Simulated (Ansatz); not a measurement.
Computed with Ansatz on PBE0-D4/def2-TZVP structures; ΔE is electronic, products minus reactants. CBS: MP2 limit from def2 TZ/QZ plus the TZ coupled-cluster correction, frozen cores. Functionals use def2-TZVPP. One conformer a species, not always the lowest.

Reaction (formal exchange of groups at the Si–Si bond): `[SiH3][SiH2]CC=S` + `N[SiH2]CF` → `N[SiH2]C(F)[SiH3]` + `[SiH3]CC=S`

`[SiH3][SiH2]CC=S`:

Cartesian coordinates in Å:
```
Si -1.237 0.522 1.567
Si 0.761 -0.371 0.736
C 0.598 -0.823 -1.115
C 0.372 0.411 -1.878
S -1.065 1.084 -2.184
H -1.486 1.893 1.056
H -2.376 -0.365 1.217
H -1.119 0.583 3.051
H 1.119 -1.619 1.467
H 1.882 0.597 0.894
H -0.252 -1.505 -1.190
H 1.522 -1.328 -1.411
H 1.279 0.923 -2.210
```

`N[SiH2]CF`:

Z-matrix (Å, degrees):
```
Si
C 1 1.890
N 1 1.717 2 107.5
H 1 1.488 2 109.5 3 117.5
H 1 1.493 2 107.4 3 -125.3
F 2 1.398 1 109.1 3 59.0
H 2 1.095 1 111.5 3 -59.9
H 2 1.095 1 112.2 3 178.6
H 3 1.007 1 120.0 2 165.1
H 3 1.008 1 118.6 2 -53.5
```

`N[SiH2]C(F)[SiH3]`:

Z-matrix (Å, degrees):
```
Si
C 1 1.898
N 1 1.712 2 116.0
H 1 1.488 2 105.8 3 120.5
H 1 1.485 2 107.0 3 -120.3
Si 2 1.891 1 115.4 3 -56.7
F 2 1.412 1 108.6 3 65.5
H 2 1.100 1 108.1 3 -178.2
H 3 1.007 1 121.2 2 72.8
H 3 1.007 1 120.1 2 -74.5
H 6 1.488 2 108.0 1 -61.8
H 6 1.486 2 110.3 1 57.3
H 6 1.485 2 110.7 1 178.2
```

`[SiH3]CC=S`:

```xyz
10

Si   -0.795    0.515    0.928
C    -0.228   -0.379   -0.652
C     1.237   -0.303   -0.754
S     2.287   -1.434   -0.282
H    -0.271   -0.208    2.112
H    -2.280    0.541    0.955
H    -0.278    1.908    0.922
H    -0.716    0.130   -1.491
H    -0.574   -1.412   -0.584
H     1.618    0.641   -1.154
```

```
             level  ΔE (kJ/mol)  difference from CCSD(T)/CBS
         r2SCAN-D4         17.2                          2.6
           ωB97M-V          9.4                         -5.2
               PBE         22.2                          7.6
            r2SCAN         16.9                          2.3
              PBE0         21.8                          7.2
    MP2/def2-TZVPP         11.6                         -3.0
SCS-MP2/def2-TZVPP          9.7                         -4.9
     HF/def2-QZVPP          7.9                         -6.7
SCS-MP2/def2-QZVPP          9.5                         -5.1
      HF/CBS(def2)          7.8                         -6.8
       CCSD(T)/CBS         14.6                            0
```

Largest T1 diagnostic among the species: 0.016.

In def2-TZVPP, CCSD(T) changes the Hartree–Fock value by +6.1 kJ/mol (the triples alone add +0.7 kJ/mol) and MP2 by +3.0 kJ/mol.
